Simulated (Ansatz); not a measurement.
Gas-phase electronic energies from Ansatz, PBE0-D4/def2-TZVP geometries. CCSD(T)/CBS adds triple-zeta CCSD(T) − MP2 to the extrapolated MP2 energy (def2 sets, frozen cores). Functionals use def2-TZVPP. B3LYP here is the variant with VWN-RPA as its local correlation; programs differ in this. One conformer a species, not always the lowest.

Reaction (isomerisation): `CC[SiH](F)[AlH2]` → `[CH3][Al]([F])[CH2][SiH3]`

```tsv
level	ΔE (kcal/mol)	difference from CCSD(T)/CBS
PBE0-D4	-32.0	2.4
ωB97X-V	-32.4	2.0
r2SCAN	-35.2	-0.8
PBE0	-32.1	2.3
B3LYP	-33.7	0.7
MP2/def2-TZVPP	-37.0	-2.6
CCSD(T)/def2-TZVPP	-34.2	0.2
MP2/def2-QZVPP	-37.2	-2.8
MP2/CBS(def2)	-37.3	-2.9
CCSD/CBS(def2)	-34.0	0.4
CCSD(T)/CBS	-34.4	0
```

Largest T1 diagnostic among the species: 0.011.

In def2-TZVPP, CCSD(T) changes the Hartree–Fock value by −3.3 kcal/mol (the triples alone add −0.4 kcal/mol) and MP2 by −6.2 kcal/mol.
